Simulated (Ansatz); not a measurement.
Molecular dynamics of BrH₇Si₂

input.yaml

```yaml
crystal:
  periodic: [false, false, false]
  atoms:
    - { symbol: Si, position_ang: [-0.317289, 0.033977, 0.079441] }
    - { symbol: Si, position_ang: [-0.008174, -0.004536, 2.676311] }
    - { symbol: H, position_ang: [-1.040551, -0.094262, 3.765644] }
    - { symbol: H, position_ang: [0.891828, -1.202576, 2.683725] }
    - { symbol: H, position_ang: [0.736907, 1.293841, 2.741954] }
    - { symbol: H, position_ang: [1.174923, 0.127063, 0.4101] }
    - { symbol: H, position_ang: [-0.622603, 1.339662, -0.577293] }
    - { symbol: H, position_ang: [-0.444947, -1.268312, -0.639544] }
    - { symbol: Br, position_ang: [-3.008865, -0.162823, 0.565941] }
    - { symbol: H, position_ang: [-1.29543, -0.062033, 1.492018] }
basis:
  gaussian: { orbitals: def2-SVP }
hamiltonian:
  xc: pbe
  dispersion: d4
md:
  timestep: 0.5
  n_steps: 200
  ensemble: nve
  temperature: 300.0
  initial_velocities: maxwell_boltzmann
  seed: 5752
```

Launched with:

```bash
$ ansatz run input.yaml --threads 2 --pin off --max-ram 3072MiB --backend cpu --events-out ev --progress --plain --runs-dir out
```

It starts at the highest image of a converged band, a first-order saddle point between two minima.

Output, in part (step lines, the closing report, with atoms numbered from 0):

```
md step     0: t =     0.00 fs  T =   300.0 K  F+E_penalty+E_count = -85881.24255090 eV  E_kin = 0.310224 eV  conserved = -85880.93232690 eV  (24 SCF iters)
md step     1: t =     0.50 fs  T =   295.9 K  F+E_penalty+E_count = -85881.23820770 eV  E_kin = 0.305934 eV  conserved = -85880.93227389 eV  (28 SCF iters)
md step     2: t =     1.00 fs  T =   284.1 K  F+E_penalty+E_count = -85881.22592355 eV  E_kin = 0.293769 eV  conserved = -85880.93215476 eV  (28 SCF iters)
md step     3: t =     1.50 fs  T =   266.5 K  F+E_penalty+E_count = -85881.20753990 eV  E_kin = 0.275546 eV  conserved = -85880.93199382 eV  (28 SCF iters)
md step     4: t =     2.00 fs  T =   245.4 K  F+E_penalty+E_count = -85881.18557619 eV  E_kin = 0.253759 eV  conserved = -85880.93181687 eV  (28 SCF iters)
md step     5: t =     2.50 fs  T =   223.5 K  F+E_penalty+E_count = -85881.16281596 eV  E_kin = 0.231167 eV  conserved = -85880.93164943 eV  (28 SCF iters)
md step     6: t =     3.00 fs  T =   203.5 K  F+E_penalty+E_count = -85881.14190748 eV  E_kin = 0.210395 eV  conserved = -85880.93151250 eV  (28 SCF iters)
md step     7: t =     3.50 fs  T =   187.2 K  F+E_penalty+E_count = -85881.12502811 eV  E_kin = 0.193607 eV  conserved = -85880.93142100 eV  (28 SCF iters)
[... lines left out ...]
Total energy: -85882.21932444 eV, -3156.1133471143 hartree
Atom 0 at     0.776665     0.133561     0.170480 Å, force    -0.473175     0.115774     1.049325 eV/Å
Atom 1 at     0.276798     0.008638     2.567434 Å, force     1.177036     0.325262    -0.090574 eV/Å
Atom 2 at    -1.089432    -0.079051     3.211010 Å, force     0.057462    -0.204243    -0.349979 eV/Å
Atom 3 at     1.267198    -1.042996     3.085964 Å, force    -0.556163     0.028930    -0.047209 eV/Å
Atom 4 at     0.902054     1.280120     3.144166 Å, force    -0.214439    -0.132290    -0.174073 eV/Å
Atom 5 at     2.204609    -0.337242     0.065844 Å, force    -0.020360     0.140550    -0.028443 eV/Å
Atom 6 at     0.646394     1.620765    -0.184816 Å, force    -0.019873    -0.600926    -0.207731 eV/Å
Atom 7 at    -0.084832    -0.855841    -0.579121 Å, force     0.011288     0.326665    -0.159472 eV/Å
Atom 8 at    -3.488998    -0.204020     0.582414 Å, force     2.696061     0.245708     0.536682 eV/Å
Atom 9 at    -4.805582    -0.328356     0.324710 Å, force    -2.657837    -0.245430    -0.528525 eV/Å
Dipole moment:    -0.293820    -0.038087    -0.170331 e Å
```

The steps, from the saved trajectory:

```csv
time (fs),T (K),potential energy less start (eV),conserved less start (meV/atom)
0,300,0.000,0.00
3,203,0.101,0.08
6,185,0.120,0.06
9,185,0.119,0.03
12,122,0.185,0.11
15,220,0.083,0.01
18,185,0.120,0.08
21,236,0.067,0.07
24,332,-0.032,0.04
27,414,-0.117,0.11
30,643,-0.356,-0.13
33,493,-0.197,0.21
36,796,-0.514,-0.11
39,742,-0.456,0.06
42,855,-0.573,0.10
45,1171,-0.903,-0.20
48,1103,-0.830,0.07
51,1182,-0.912,-0.03
54,1035,-0.760,0.08
57,1210,-0.941,-0.03
60,1158,-0.886,0.09
63,1307,-1.043,-0.21
66,1097,-0.823,0.10
69,1158,-0.887,0.05
72,1310,-1.046,-0.19
75,1141,-0.868,0.13
78,1270,-1.004,-0.08
81,1036,-0.759,0.15
84,1362,-1.099,-0.09
87,1286,-1.018,0.10
90,1428,-1.168,-0.20
93,1225,-0.956,0.05
96,1114,-0.841,0.11
99,1325,-1.062,-0.21
```

All steps were run. The conserved energy stayed within 0.26 meV per atom of its start (net change -0.051 meV per atom), so the integration is sound. The kinetic energy rose, since the run started high on the potential surface and went downhill. It ends in pieces (BrH + H6Si2), so much of that is their flight and rotation, not heat. A run of 0.1 ps of so small a system gives no equilibrium averages. The orbitals stay closed-shell, which can raise the energy where a bond breaks towards radicals; this wasn't checked here.

Between its relaxed ends the band would form Si1–Br9, Si2–H10 and break Si1–Si2, Br9–H10. These pairs go: Si1–Br9 2.74 → 4.30 Å, Si2–H10 1.75 → 5.57 Å, Si1–Si2 2.62 → 2.45 Å, Br9–H10 1.95 → 1.35 Å. In the last frame they stand as before the step (other bonds may differ from the relaxed reactants and products). Also parted: Si1–H10 1.72 → 5.60 Å. It ends as BrH + H6Si2. Pairs count as bonded within 1.25 times the sum of covalent radii (0.12 Å more for H–H).

Last frame:

```xyz
10
Properties=species:S:1:pos:R:3
Si 0.777 0.134 0.171
Si 0.277 0.009 2.567
H -1.089 -0.079 3.211
H 1.267 -1.043 3.086
H 0.902 1.280 3.144
H 2.205 -0.337 0.066
H 0.646 1.621 -0.185
H -0.085 -0.856 -0.579
Br -3.489 -0.204 0.582
H -4.806 -0.328 0.325
```

The run took 7 min on 2 threads of AMD EPYC 7R43 64-Core Processor (Zen 3) (shared host), peak memory 0.16 GiB.
